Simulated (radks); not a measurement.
Results of a calculation; reference values are marked as such.
Question: The mean radii <r> (bohr) of the occupied orbitals of an atom or ion are listed with their occupations. Level of theory: scalar-relativistic Kohn-Sham, SOGGA, spin-polarised, spherical densities, point nucleus (a radial shooting solver on a logarithmic mesh with Libxc functionals).

orbital  occ.      <r>
1s down     1  0.02318
1s up       1  0.02318
2s up       1  0.09899
2s down     1  0.09899
2p up       3  0.08713
2p down     3  0.08713
3s up       1   0.2607
3s down     1   0.2606
3p up       3   0.2590
3p down     3   0.2588
3d up       5   0.2364
3d down     5   0.2363
4s up       1   0.5909
4s down     1   0.5908
4p up       3   0.6245
4p down     3   0.6245
4d up       5   0.6799
4d down     5   0.6804
5s up       1    1.365
5s down     1    1.375
5p up       3    1.542
5p down     3    1.556
4f up       3   0.8671

Name the element and its charge. Open shells, if any, are filled with parallel spins first.

Answer: Z = 61, promethium, charge +4: Pm4+ in [Xe] 4f3. The 1s radius gives Z: for a bare nucleus <r> = (2 gamma + 1)/(2Z) with gamma = sqrt(1 - (Z/c)^2), 0.02288 bohr for Z = 61, and screening makes it slightly larger (0.02318 here). The occupations add up to 57, and the charge is Z minus that.
